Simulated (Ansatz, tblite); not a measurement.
Forces on the cluster Hf₇ at its PBE-D4/def2-SVP geometry. The state is a singlet with charge 0.

In the def2 sets Hf takes a core potential; there is no spin–orbit coupling. The xTB rows come from tblite. The restricted singlet is unstable towards broken spin symmetry in Hartree–Fock (as tested in another run); at PBE-D4/def2-TZVP this wasn't settled. Another isomer (singlet) lies 1.54 eV lower at PBE0-D4/def2-TZVP; other spin states weren't run for this one.

GFN1-xTB (tblite), largest force 6.54 eV/Å:

```xyz
7
positions Å, forces eV/Å
Hf    2.794    1.021    1.054    2.724   -0.058   -0.227
Hf    0.348    0.523    2.260   -1.665    0.505    5.086
Hf   -1.832   -2.333   -1.076   -0.767   -2.627    0.186
Hf   -1.844    0.154    0.318   -4.590    0.897    2.494
Hf    0.769   -1.050   -0.018    3.873   -5.275   -0.073
Hf    0.404    1.811   -0.285    0.489    4.697   -2.397
Hf   -0.639   -0.126   -2.253   -0.065    1.862   -5.069
```

PBE-D4/def2-TZVP (Ansatz), largest force 0.15 eV/Å:

```
Hf -0.069 0.011 0.010
Hf 0.066 0.023 -0.085
Hf 0.008 0.067 -0.008
Hf 0.103 -0.028 -0.100
Hf -0.063 0.091 0.008
Hf -0.003 -0.110 0.100
Hf -0.042 -0.053 0.075
```
